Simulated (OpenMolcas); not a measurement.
**Al: effect of the IPEA shift**

- Program: OpenMolcas 26.06
- Basis: ANO-RCC-VQZP [6s5p3d2f1g]
- Scalar Hamiltonian: DKH2, point nucleus
- Active space: 3 electrons in 8 orbitals (3s 3p 4s 4p)
- State averaging: 2S+1 = 4 odd, 1 root (0 in the spin-orbit step); 2S+1 = 2 odd, 3 roots; 2S+1 = 4 even, 3 roots; 2S+1 = 2 even, 5 roots
- Spin-orbit coupling: state interaction with AMFI integrals over the reference wave functions, term energies averaged over their components

Methods on the same reference wave functions:
A. CASSCF
B. SS-CASPT2, IPEA 0 Eh, imaginary shift 0.1 Eh (closed shells correlated: 2s 2p)
C. SS-CASPT2, IPEA 0.25 Eh, imaginary shift 0.1 Eh (closed shells correlated: 2s 2p)

Energies in cm-1 above 3s2 3p 2P* 1/2, the measured ground level; measured values from NIST Handbook of Basic Atomic Spectroscopic Data.

```
         Level      A      B      C  Measured
3s2 3p 2P* 1/2    0.0    0.0    0.0       0.0
3s2 3p 2P* 3/2   82.2   82.2   82.2       112
 3s 3p2 4P 1/2  25038  28000  27730     29020
 3s 3p2 4P 3/2  25076  28040  27770     29067
 3s 3p2 4P 5/2  25138  28100  27830     29143
```

Deviations, from unrounded energies. A percentage is the sum of absolute deviations over the sum of measured energies, with the sign that they share, or ± where signs differ.

| Against measurement | Levels | A | B | C |
| --- | --- | --- | --- | --- |
| mean absolute deviation (cm-1) | 4 | 3000 | 780 | 980 |
| fine structure of the ground term (%) | 1 | -26.6 | -26.6 | -26.6 |
| other configurations (%) | 3 | -13.7 | -3.6 | -4.5 |

B lies closest to measurement on these levels and A furthest from it. The largest miss of B in the table is 3s 3p2 4P 5/2, by -1000 cm-1. The ranking rests on the paired levels alone, and a cruder setting can come out closer through cancelling errors.

Between B and C the level of the table that moves most is 3s 3p2 4P 1/2, by 270 cm-1 (lowest in C, highest in B). Moves below CASPT2's spread within the term are not significant.

The lowest spin-free term lies below A's lowest term by 0.250 hartree in B, 0.247 hartree in C.

Over all roots computed the reference weight is 0.88 to 0.97 in B, 0.90 to 0.97 in C; the roots of lowest weight are the least certain, and an intruder state may touch them. Active for correlation alone: 4p 4s; no level in the range computed is led by a configuration that fills them, so any true level of that kind is missing. Terms of s pⁿ other than that of highest spin mix with s² pⁿ⁻² d, which this space lacks; all of them can be thousands of cm-1 off, and some have no real level of that name. Without dynamic correlation excited terms often stand tens of per cent too high (terms of higher spin than the ground term too low), and those without a measured partner can miss by more than the paired ones (holds for A). Computed and measured levels are paired by configuration, term and J; levels that our copy of the source lacks, or whose pairing is in doubt (as where it misses far off the trend of its configuration), stay unpaired and out of the deviations. Levels of configurations outside the active space are missing. The table leaves out levels that lie high or whose names do not pair safely across all columns.

* marks odd parity.
